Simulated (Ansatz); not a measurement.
Compare A (`N[SiH2]C=S`) with its isomer B (`NC1[SiH2]S1`).

Calculated with Ansatz (gas phase, PBE0-D4/def2-TZVP geometries, no zero-point term in ΔE). CCSD(T)/CBS adds triple-zeta CCSD(T) − MP2 to the extrapolated MP2 energy (def2 sets, frozen cores). DFT in def2-TZVPP. B3LYP here is the variant with VWN-RPA as its local correlation; programs differ in this. One conformer a species, not always the lowest.

A:

```xyz
9

N    -0.1614   -1.0981    0.9822
Si   -0.6749   -0.0523   -0.2556
C     0.7391    1.1512   -0.5706
S     2.1866    1.0325    0.1293
H     0.8157   -1.0761    1.2350
H    -0.6106   -1.9673    1.2084
H    -0.9832   -0.7067   -1.5623
H    -1.8790    0.7460    0.1086
H     0.5676    1.9707   -1.2750
```

B:

Z-matrix (Å, degrees):
```
C
Si 1 1.842
S 1 1.974 2 65.9
N 1 1.399 2 124.6 3 110.7
H 1 1.086 2 117.4 3 -96.6
H 2 1.481 1 120.3 3 109.6
H 2 1.483 1 116.6 3 -109.5
H 4 1.010 1 113.9 2 -22.6
H 4 1.011 1 113.6 2 -148.8
```

**Question.** Which is lower in electronic energy at CCSD(T)/CBS, and by how much? (An estimate is asked.)

**Answer.** Ansatz gave: A, by 26.2 kJ/mol.

**Question.** Give E(B) − E(A) in kJ/mol with B3LYP-D4, B3LYP, CCSD/def2-TZVPP, PBE-D4, ωB97M-V, MP2/def2-TZVPP, PBE0-D4. (Best estimate.)

**Answer.** The calculation gave: B3LYP-D4 25.4, B3LYP 25.8, CCSD/def2-TZVPP 31.9, PBE-D4 -3.1, ωB97M-V 20.2, MP2/def2-TZVPP 20.2, PBE0-D4 -1.3. The order is the other way round with PBE-D4, PBE0-D4.

**Question.** Does the order hold for the free energy at 298.15 K (harmonic terms from PBE0-D4)? (Estimate.)

**Answer.** Ansatz gave: Yes: G(B) − G(A) = +40.2 kJ/mol, for one conformer each.

Largest T1 diagnostic: 0.014.

From BLYP to BHLYP (50 % exact exchange), in def2-TZVPP and without D4, E(B) − E(A) moves by +3.1 kJ/mol. Leaving LDA and LC-ωPBE aside and taking each functional with its dispersion term where it has one, the values, not all of them listed here, spread over 32.8 kJ/mol, from PBE-D4 to BHLYP-D4. LDA lies −13.0 kJ/mol from PBE without D4.
